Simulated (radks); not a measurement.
All-electron atom: the erbium ion Er3+ in [Xe] 4f10.5 6p0.5 (fractional occupations, a model configuration).

Calculated with a radial shooting solver on a logarithmic mesh with Libxc functionals: scalar-relativistic Kohn-Sham, SCAN, spin-unpolarised, spherical densities, finite nucleus; meta-GGA in the generalised Kohn-Sham scheme; Fermi nuclear charge, rms radius 5.2516 fm.

Energy parts (eV):
total: -356060.51
kinetic: 385990.46
electron-nucleus: -871272.60
Hartree: 136769.49
exchange-correlation: -7547.86

Orbitals (lengths in bohr, moments of r in powers of bohr; <r^-3> diverges for s and p1/2):
orbital  occ.  eigenvalue (eV)  <r^-3>      <r^2>      <r>
1s          2        -57481.67       -  0.0005680  0.02037
2s          2        -9713.791       -   0.008828  0.08642
2p          6        -8592.030   14320   0.007188  0.07672
3s          2        -2218.803       -    0.05788   0.2250
3p          6        -1875.202    3092    0.05835   0.2244
3d         10        -1445.042   408.8    0.04880   0.2039
4s          2        -474.4984       -     0.2903   0.5073
4p          6        -360.7397   696.5     0.3286   0.5376
4d         10        -207.9571   78.07     0.3916   0.5810
4f       10.5         -41.3624   11.58     0.7147   0.7461
5s          2         -87.6008       -      1.663    1.217
5p          6         -59.8713   97.47      2.234    1.407
6p        0.5         -18.8880   14.73      13.97    3.547

The highest occupied level is 6p at -18.888 eV. Summed over all electrons, <r^2> = 38.70 bohr^2, which gives a Langevin (diamagnetic) susceptibility term of -30.7 x 10^-6 cm^3/mol. The density falls to 0.001 e/bohr^3 at r = 3.82 bohr. The electron density at the nucleus is 9.194e+05 e/bohr^3 (large components only).
